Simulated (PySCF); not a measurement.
Multinuclear NMR of C4H15NOSi3

Structure with atom numbers: `[CH3:1][CH:2]([CH3:3])[C:4](=[O:5])[SiH2:6][N:7]([SiH3:8])[SiH3:9]`. Hydrogens are named by the atom that carries them.

[PySCF 2.14: geometry: GFN2-xTB; PBE0/pcSseg-1 with gauge-including orbitals; single conformer; rapidly exchanging positions averaged; no relativistic terms; isolated molecule]

(1) Where does $^{29}$Si resonate?

(2) What are the $^{15}$N shifts?

(3) What are the $^{17}$O shifts?

Results:

(1) 
| atoms | environment | σ (ppm) | δ (ppm) |
| --- | --- | --- | --- |
| Si8/Si9 | silicon bonded to N, 3 H | 402.8 | -51.1 |
| Si6 | silicon bonded to C, N, 2 H | 404.9 | -52.9 |

Shieldings were converted by a linear fit to measured shifts: $^{29}$Si (scatter 8.9 ppm rms, 25.8 ppm with the 6 outliers that the fit left out vs TMS, solution or neat liquid). A few per cent of atoms miss by over 2 rms, more outside the fitted compound classes.

On a 600 MHz spectrometer $^{29}$Si resonates near 119.2 MHz, so 1 ppm is 119.2 Hz.

(2) 
| atoms | environment | σ (ppm) | δ (ppm) |
| --- | --- | --- | --- |
| N7 | nitrogen bonded to 3 Si | 293.0 | -418.1 |

Shieldings were converted by a linear fit to measured shifts: $^{15}$N: δ = -148.07 − 0.921σ (rms 6.3 ppm, 71 shifts vs CH3NO2, solution or neat liquid). Occasional misses reach two or three times the rms, and more in compound classes unlike the fitted ones.

On a 300 MHz spectrometer $^{15}$N resonates near 30.4 MHz, so 1 ppm is 30.4 Hz.

(3) 
```csv
atoms,environment,σ (ppm),δ (ppm)
O5,carbonyl oxygen,-430.2,658.6
```

Shieldings were converted by a linear fit to measured shifts: $^{17}$O: δ = 266.70 − 0.911σ (rms 10.7 ppm, 155 shifts, 12.2 ppm with the 3 outliers that the fit left out vs liquid water, solution or neat liquid). A few per cent of atoms miss by over 2 rms, more outside the fitted compound classes.

On a 400 MHz spectrometer $^{17}$O resonates near 54.2 MHz, so 1 ppm is 54.2 Hz.
